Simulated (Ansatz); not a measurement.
A first, cheap relaxation of `CN(C)B(N)N`.

```yaml
crystal:
  periodic: [false, false, false]
  atoms:
    - {symbol: C, position_ang: [-0.290000, -1.346300, 1.036800]}
    - {symbol: N, position_ang: [0.338200, -0.659200, -0.107300]}
    - {symbol: C, position_ang: [1.665100, -0.240400, 0.265300]}
    - {symbol: B, position_ang: [-0.391600, 0.566700, -0.610000]}
    - {symbol: N, position_ang: [-0.989500, 0.559800, -2.052400]}
    - {symbol: N, position_ang: [-0.692200, 1.783200, 0.293000]}
    - {symbol: H, position_ang: [0.231100, -2.225600, 1.315200]}
    - {symbol: H, position_ang: [-1.331100, -1.586700, 0.730500]}
    - {symbol: H, position_ang: [-0.382800, -0.614300, 1.954900]}
    - {symbol: H, position_ang: [2.223700, 0.221800, -0.563100]}
    - {symbol: H, position_ang: [1.670600, 0.482200, 1.146600]}
    - {symbol: H, position_ang: [2.312200, -1.122100, 0.599700]}
    - {symbol: H, position_ang: [-0.218900, 0.455700, -2.680600]}
    - {symbol: H, position_ang: [-1.631300, -0.259600, -2.123600]}
    - {symbol: H, position_ang: [-1.319900, 1.448800, 1.076600]}
    - {symbol: H, position_ang: [-1.216400, 2.513500, -0.237500]}
basis:
  gaussian: {orbitals: def2-SVP}
hamiltonian: {xc: pbe, dispersion: d4}
relax: {f_tol: 0.03, max_steps: 200}
```

```sh
$ ansatz run in.yaml --threads 4 --pin off --events-out ev --progress --plain --max-ram 11315MiB
```

It prints (some lines left out):

```
Functional definition: PBE
mean field -7369.12332118 eV, -270.8102870821 hartree, gradient 6.4e-5 eV, S^2 0.000000; 0 other end points of the search recorded, 0 dependent functions left out
relax step   1: F+E_penalty+E_count = -7369.44035055 eV  Δ(F+E_penalty+E_count) = +0.000e0 eV  max|allowed force component| = 3.211e0 eV/Å  Δτ_max = 0.0000 Å  (30 SCF iters, accepted)
mean field -7369.73898273 eV, -270.8329122267 hartree, gradient 1.6e-5 eV, S^2 0.000000; 0 other end points of the search recorded, 0 dependent functions left out
relax step   2: F+E_penalty+E_count = -7370.05794777 eV  Δ(F+E_penalty+E_count) = -6.176e-1 eV  max|allowed force component| = 1.836e0 eV/Å  Δτ_max = 0.1948 Å  (30 SCF iters, accepted)
mean field -7370.03351817 eV, -270.8437362046 hartree, gradient 7.4e-6 eV, S^2 0.000000; 0 other end points of the search recorded, 0 dependent functions left out
relax step   3: F+E_penalty+E_count = -7370.35350708 eV  Δ(F+E_penalty+E_count) = -2.956e-1 eV  max|allowed force component| = 1.246e0 eV/Å  Δτ_max = 0.2000 Å  (37 SCF iters, accepted)
mean field -7370.25390860 eV, -270.8518354035 hartree, gradient 1.3e-5 eV, S^2 0.000000; 0 other end points of the search recorded, 0 dependent functions left out
relax step   4: F+E_penalty+E_count = -7370.57376445 eV  Δ(F+E_penalty+E_count) = -2.203e-1 eV  max|allowed force component| = 8.359e-1 eV/Å  Δτ_max = 0.2000 Å  (29 SCF iters, accepted)
mean field -7370.43428213 eV, -270.8584640086 hartree, gradient 1.3e-5 eV, S^2 0.000000; 0 other end points of the search recorded, 0 dependent functions left out
relax step   5: F+E_penalty+E_count = -7370.75388402 eV  Δ(F+E_penalty+E_count) = -1.801e-1 eV  max|allowed force component| = 6.950e-1 eV/Å  Δτ_max = 0.1999 Å  (29 SCF iters, accepted)
mean field -7370.57502349 eV, -270.8636361582 hartree, gradient 1.0e-5 eV, S^2 0.000000; 0 other end points of the search recorded, 0 dependent functions left out
relax step   6: F+E_penalty+E_count = -7370.89354954 eV  Δ(F+E_penalty+E_count) = -1.397e-1 eV  max|allowed force component| = 7.517e-1 eV/Å  Δτ_max = 0.2000 Å  (29 SCF iters, accepted)
mean field -7370.70212359 eV, -270.8683070005 hartree, gradient 8.9e-6 eV, S^2 0.000000; 0 other end points of the search recorded, 0 dependent functions left out
relax step   7: F+E_penalty+E_count = -7371.02045416 eV  Δ(F+E_penalty+E_count) = -1.269e-1 eV  max|allowed force component| = 9.433e-1 eV/Å  Δτ_max = 0.2000 Å  (29 SCF iters, accepted)
mean field -7370.80903994 eV, -270.8722361040 hartree, gradient 2.0e-5 eV, S^2 0.000000; 0 other end points of the search recorded, 0 dependent functions left out
relax step   8: F+E_penalty+E_count = -7371.12859897 eV  Δ(F+E_penalty+E_count) = -1.081e-1 eV  max|allowed force component| = 1.189e0 eV/Å  Δτ_max = 0.1947 Å  (29 SCF iters, accepted)
mean field -7370.94239881 eV, -270.8771369519 hartree, gradient 9.9e-6 eV, S^2 0.000000; 0 other end points of the search recorded, 0 dependent functions left out
relax step   9: F+E_penalty+E_count = -7371.26120079 eV  Δ(F+E_penalty+E_count) = -1.326e-1 eV  max|allowed force component| = 1.126e0 eV/Å  Δτ_max = 0.2000 Å  (29 SCF iters, accepted)
mean field -7371.04493864 eV, -270.8809052213 hartree, gradient 1.9e-5 eV, S^2 0.000000; 0 other end points of the search recorded, 0 dependent functions left out
relax step  10: F+E_penalty+E_count = -7371.36305658 eV  Δ(F+E_penalty+E_count) = -1.019e-1 eV  max|allowed force component| = 7.790e-1 eV/Å  Δτ_max = 0.1942 Å  (28 SCF iters, accepted)
mean field -7371.13809919 eV, -270.8843288082 hartree, gradient 7.8e-6 eV, S^2 0.000000; 0 other end points of the search recorded, 0 dependent functions left out
relax step  11: F+E_penalty+E_count = -7371.45613408 eV  Δ(F+E_penalty+E_count) = -9.308e-2 eV  max|allowed force component| = 4.469e-1 eV/Å  Δτ_max = 0.2000 Å  (29 SCF iters, accepted)
mean field -7371.19587171 eV, -270.8864519094 hartree, gradient 8.7e-6 eV, S^2 0.000000; 0 other end points of the search recorded, 0 dependent functions left out
relax step  12: F+E_penalty+E_count = -7371.51292822 eV  Δ(F+E_penalty+E_count) = -5.679e-2 eV  max|allowed force component| = 2.079e-1 eV/Å  Δτ_max = 0.1998 Å  (29 SCF iters, accepted)
mean field -7371.14787388 eV, -270.8846880214 hartree, gradient 7.8e-6 eV, S^2 0.000000; 0 other end points of the search recorded, 0 dependent functions left out
relax step  13: F+E_penalty+E_count = -7371.46526983 eV  Δ(F+E_penalty+E_count) = +4.766e-2 eV  max|allowed force component| = 1.005e0 eV/Å  Δτ_max = 0.1999 Å  (29 SCF iters, rejected (line search))
mean field -7371.21174291 eV, -270.8870351652 hartree, gradient 2.4e-5 eV, S^2 0.000000; 0 other end points of the search recorded, 0 dependent functions left out
relax step  14: F+E_penalty+E_count = -7371.52848279 eV  Δ(F+E_penalty+E_count) = -1.555e-2 eV  max|allowed force component| = 6.204e-2 eV/Å  Δτ_max = 0.0999 Å  (28 SCF iters, accepted)
mean field -7371.21865569 eV, -270.8872892053 hartree, gradient 2.5e-5 eV, S^2 0.000000; 0 other end points of the search recorded, 0 dependent functions left out
relax step  15: F+E_penalty+E_count = -7371.53516252 eV  Δ(F+E_penalty+E_count) = -6.680e-3 eV  max|allowed force component| = 2.535e-2 eV/Å  Δτ_max = 0.1000 Å  (28 SCF iters, accepted)
mean field -7371.21939750 eV, -270.8873164662 hartree, gradient 2.5e-5 eV, S^2 0.000000; 0 other end points of the search recorded, 0 dependent functions left out
relax step  16: F+E_penalty+E_count = -7371.53561819 eV  Δ(F+E_penalty+E_count) = -4.557e-4 eV  max|allowed force component| = 1.424e-1 eV/Å  Δτ_max = 0.0588 Å  (29 SCF iters, accepted)
mean field -7371.22037521 eV, -270.8873523963 hartree, gradient 2.6e-5 eV, S^2 0.000000; 0 other end points of the search recorded, 0 dependent functions left out
relax step  17: F+E_penalty+E_count = -7371.53668148 eV  Δ(F+E_penalty+E_count) = -1.063e-3 eV  max|allowed force component| = 4.250e-2 eV/Å  Δτ_max = 0.0098 Å  (30 SCF iters, accepted)
mean field -7371.22082077 eV, -270.8873687703 hartree, gradient 2.6e-5 eV, S^2 0.000000; 0 other end points of the search recorded, 0 dependent functions left out
relax step  18: F+E_penalty+E_count = -7371.53719755 eV  Δ(F+E_penalty+E_count) = -5.161e-4 eV  max|allowed force component| = 3.672e-3 eV/Å  Δτ_max = 0.0169 Å  (30 SCF iters, accepted)
mean field -7371.22082077 eV, -270.8873687703 hartree, gradient 3.1e-5 eV, S^2 0.000000; 1 other end points of the search recorded, 0 dependent functions left out
Total energy: -7371.53723597 eV, -270.8989968147 hartree
Atom 0 at    -0.123535    -0.902561     1.519002 Å, force     0.002402     0.000155    -0.003224 eV/Å
Atom 1 at     0.304912    -0.282531     0.288171 Å, force     0.001298     0.000405     0.002251 eV/Å
Atom 2 at     1.695186    -0.502112    -0.031162 Å, force    -0.003416     0.000202     0.001670 eV/Å
Atom 3 at    -0.577917     0.509239    -0.541612 Å, force     0.000562     0.002149    -0.003452 eV/Å
Atom 4 at    -0.197844     0.827181    -1.894817 Å, force    -0.003336    -0.001846     0.003529 eV/Å
Atom 5 at    -1.833204     0.976870    -0.011257 Å, force     0.001724     0.000651    -0.002482 eV/Å
Atom 6 at     0.141138    -1.987653     1.544790 Å, force    -0.000919     0.001169    -0.000898 eV/Å
Atom 7 at    -1.223716    -0.833672     1.622533 Å, force     0.002449     0.000476    -0.000550 eV/Å
Atom 8 at     0.343618    -0.442378     2.426192 Å, force    -0.000321    -0.001192     0.000255 eV/Å
Atom 9 at     1.993645     0.116656    -0.899287 Å, force    -0.000332    -0.000022     0.003672 eV/Å
Atom 10 at     2.362231    -0.217233     0.819017 Å, force    -0.000626    -0.000584    -0.000785 eV/Å
Atom 11 at     1.924533    -1.571727    -0.267116 Å, force    -0.001475     0.001375    -0.001329 eV/Å
Atom 12 at     0.399842     0.209193    -2.440852 Å, force     0.000932    -0.001258     0.001310 eV/Å
Atom 13 at    -0.778550     1.422491    -2.482297 Å, force    -0.001509    -0.000221     0.001227 eV/Å
Atom 14 at    -1.958643     1.163730     0.981995 Å, force     0.002511    -0.000552     0.000243 eV/Å
Atom 15 at    -2.494497     1.492008    -0.589198 Å, force     0.000056    -0.000908    -0.001438 eV/Å
Dipole moment:    -0.128674     0.114117    -0.118175 e Å
```

Run time 31 s (4 threads of an Arm Neoverse V1 on a shared host); peak host memory 0.19 GiB.
